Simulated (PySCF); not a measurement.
**[YbH3(H2O)]−: from a saddle point downhill**

PySCF 2.14.0, RKS PBE0, Yb def2-SVP with ECP28, H def2-SVP, O def2-SVP; non-relativistic Hamiltonian with scalar-relativistic core potentials where named; density fitting; no spin-orbit coupling. Relaxed within the symmetry of its start, the geometry (Cs) is

```xyz
7

Yb    0.1596   -0.1197    0.1197
H     1.2009    1.2139    1.4945
H    -2.0308   -0.5282    0.5282
H     1.2009   -1.4945   -1.2139
O    -1.5158    1.2414   -1.2414
H    -1.9315    1.3972   -0.3721
H    -1.9315    0.3721   -1.3972
```

and its lowest harmonic modes are -450, 162, 192, 266, 372, 404 cm⁻¹ (negative: unstable). It was moved along the lowest mode and relaxed again.

**Question.** Where does it end, and how much lower?

**Answer.** In C1, 0.298 eV lower, after 16 steps:
```xyz
7

Yb    0.1527    0.0725    0.1769
H     1.4556    1.1577    1.5454
H    -2.0918   -0.1869    0.6859
H     0.9028   -1.4034   -1.2407
O    -1.5633    1.1518   -1.1380
H    -2.0196    0.5919   -0.3411
H    -1.6847    0.5694   -1.8999
```

**Question.** How do the contacts change?

**Answer.** 
```
     contact  saddle (Å)  end (Å)
  Yb1–H2 (H)       2.180    2.179
  Yb1–H3 (H)       2.265    2.316
  Yb1–H4 (H)       2.180    2.180
Yb1–O5 (H2O)       2.552    2.416
Yb1–H6 (H2O)       2.630    2.293
```
Short contacts between ligands at the end: H3···H6 1.29 Å.

**Question.** Is the end a minimum?

**Answer.** Yes; lowest modes 134, 225, 252, 337, 404, 495 cm⁻¹.

State: singlet.
